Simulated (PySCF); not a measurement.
Al, charge -1, triplet.

Input for PySCF:
```python
from pyscf import gto, scf, dft

mol = gto.Mole()
mol.atom = '''
    Al    0.00000000    0.00000000    0.00000000
'''
mol.basis = '6-31g*'
mol.charge = -1
mol.spin = 2
mol.verbose = 4
mol.build()

mf = dft.UKS(mol)
mf.xc = 'wb97x'
mf.grids.atom_grid = (99, 590)
mf.grids.prune = None
mf.kernel()
```

Task: Estimate the HOMO energy that WB97X/6-31G* (PySCF) returns for this input.

Result: -0.04 eV

Task: Give the <S^2> at the level WB97X/6-31G*.

Result: 2.002

Task: Estimate the number of basis functions that WB97X/6-31G* returns for this input.

Result: 18

Task: Give the total energy at the level WB97X/6-31G*.

Result: -242.3319 Eh

These values belong to the state on which the SCF converged, which isn't shown to be the lowest.
